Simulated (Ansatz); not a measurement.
Stepwise reaction of `[CH3][Ti]([OH])([Cl])[Cl]` with water, as a gas-phase model of exchange steps in deposition or etching. ΔE in kJ/mol; ΔG adds harmonic PBE0-D4 terms to CCSD(T)/CBS, at 1 bar.

Gas-phase electronic energies from Ansatz, PBE0-D4/def2-TZVP geometries. CBS: MP2 limit from def2 TZ/QZ plus the TZ coupled-cluster correction, frozen cores. This one scheme is used for every species. Functionals use def2-TZVPP. B3LYP here is the variant with VWN-RPA as its local correlation; programs differ in this. For Ti outer-core shells are correlated without core-valence functions, which leaves a few kJ/mol of doubt a bond. Scalar relativity is left out up to krypton. One conformer a species, not always the lowest.

```
step                                                               reaction  PBE-D4  B3LYP-D4  ωB97M-V  CCSD(T)/CBS  ΔG(500 K)
   1  `[CH3][Ti]([OH])([Cl])[Cl]` + H₂O → `[CH3][Ti]([OH])([OH])[Cl]` + HCl    27.7      26.8     25.1         30.8       24.9
   2  `[CH3][Ti]([OH])([OH])[Cl]` + H₂O → `[CH3][Ti]([OH])([OH])[OH]` + HCl    38.9      38.0     36.7         40.8       28.0
```

Q: By hand: ΔE of the 2 steps together at CCSD(T)/CBS.

A: (30.8) + (40.8) = 71.6 kJ/mol, or 35.8 kJ/mol a step.

In ΔE each step is higher than the one before. All are uphill at CCSD(T)/CBS. ΔG lies between 24.9 and 28.0 kJ/mol a step. PBE-D4 differs from CCSD(T)/CBS by -3.1 to -1.9 kJ/mol a step. Isolated molecules leave out the surface, adducts and barriers. Largest T1 diagnostic: 0.023.
